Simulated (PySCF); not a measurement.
Spinor energies of Sr⁺ (strontium, charge +1)

Start: [Kr] 5p1; 5p3/2 filled at m_j = +3/2. Calculated with PySCF 2.14 in x2c-TZVPall-2c (8s9p7d1f, 77 functions): generalised Hartree-Fock with the X2C-1e Hamiltonian and a Gaussian nucleus; one run each with spin-orbit coupling (SO) switched off, then screened by Boettger's factors. This is a chosen level, not necessarily the ground level.

```json
{"spinor shell": "1s1/2", "electrons": "2", "ε, spin-free (eV)": "-16205.0", "ε, screened SO (eV)": "-16204.4", "weight of nominal j (screened SO)": "1.000", "rms radius, screened SO (bohr)": "0.0451"}
{"spinor shell": "2s1/2", "electrons": "2", "ε, spin-free (eV)": "-2268.9", "ε, screened SO (eV)": "-2268.7", "weight of nominal j (screened SO)": "1.000", "rms radius, screened SO (bohr)": "0.187"}
{"spinor shell": "2p1/2", "electrons": "2", "ε, spin-free (eV)": "-2011.1", "ε, screened SO (eV)": "-2058.3", "weight of nominal j (screened SO)": "1.000", "rms radius, screened SO (bohr)": "0.164"}
{"spinor shell": "2p3/2", "electrons": "4", "ε, spin-free (eV)": "-2011.1", "ε, screened SO (eV)": "-1988.7", "weight of nominal j (screened SO)": "1.000", "rms radius, screened SO (bohr)": "0.167"}
{"spinor shell": "3s1/2", "electrons": "2", "ε, spin-free (eV)": "-387.04", "ε, screened SO (eV)": "-387.03", "weight of nominal j (screened SO)": "1.000", "rms radius, screened SO (bohr)": "0.524"}
{"spinor shell": "3p1/2", "electrons": "2", "ε, spin-free (eV)": "-301.31", "ε, screened SO (eV)": "-308.89", "weight of nominal j (screened SO)": "1.000", "rms radius, screened SO (bohr)": "0.528"}
{"spinor shell": "3p3/2", "electrons": "4", "ε, spin-free (eV)": "-301.31", "ε, screened SO (eV)": "-297.73", "weight of nominal j (screened SO)": "1.000", "rms radius, screened SO (bohr)": "0.539"}
{"spinor shell": "3d3/2", "electrons": "4", "ε, spin-free (eV)": "-159.43", "ε, screened SO (eV)": "-160.58", "weight of nominal j (screened SO)": "1.000", "rms radius, screened SO (bohr)": "0.545"}
{"spinor shell": "3d5/2", "electrons": "6", "ε, spin-free (eV)": "-159.43", "ε, screened SO (eV)": "-158.66", "weight of nominal j (screened SO)": "1.000", "rms radius, screened SO (bohr)": "0.548"}
{"spinor shell": "4s1/2", "electrons": "2", "ε, spin-free (eV)": "-60.206", "ε, screened SO (eV)": "-60.223", "weight of nominal j (screened SO)": "1.000", "rms radius, screened SO (bohr)": "1.46"}
{"spinor shell": "4p1/2", "electrons": "2", "ε, spin-free (eV)": "-37.063", "ε, screened SO (eV)": "-37.933", "weight of nominal j (screened SO)": "0.998", "rms radius, screened SO (bohr)": "1.65"}
{"spinor shell": "4p3/2", "electrons": "4", "ε, spin-free (eV)": "-37.063", "ε, screened SO (eV)": "-36.681", "weight of nominal j (screened SO)": "0.999", "rms radius, screened SO (bohr)": "1.68"}
{"spinor shell": "5p3/2", "electrons": "1", "ε, spin-free (eV)": "-7.688", "ε, screened SO (eV)": "-7.659", "weight of nominal j (screened SO)": "1.000", "rms radius, screened SO (bohr)": "5.43"}
```

```csv
quantity,spin-free,screened SO
E (hartree),-3176.91604,-3177.16351
M_J,3/2,3/2
⟨J²⟩,3.750,3.750
⟨L²⟩,2.000,2.006
⟨S²⟩,0.750,0.756
```

Breit and QED terms are absent; they matter most for the inner s and p1/2 levels.

Densities and radii are taken from the X2C orbitals without a picture-change correction, which distorts them close to the nucleus.

Without spin-orbit coupling the j labels of p, d and f shells carry no meaning; the spin-free column gives the mean over the occupied spinors of each nl shell.
